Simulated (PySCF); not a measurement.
Al(F)(OH)(SiH3) (AlFH4OSi), SMILES [SiH3][Al]([F])[OH].

Geometry: PBE0-D3(BJ)/def2-SVP. One conformer was computed; it need not be the lowest.

Method: HF/def2-TZVP (PySCF).

```
Item                                                                                                           Result
---------------------------------------------------------------------------------------------  ----------------------
total energy                                                                                       -707.71672 hartree
highest occupied level                                                                                      -11.04 eV
lowest empty level                                                                                            1.66 eV
orbital gap                                                                                                  12.70 eV
dipole moment                                                                                                  0.80 D
quadrupole, principal values (traceless, Buckingham form, about the centre of nuclear charge)  -10.84, 4.95, 5.90 D·Å
mean static polarisability                                                                       50.9 bohr³ (7.55 Å³)
polarisability, principal values                                                               45.8, 47.9, 59.1 bohr³
```
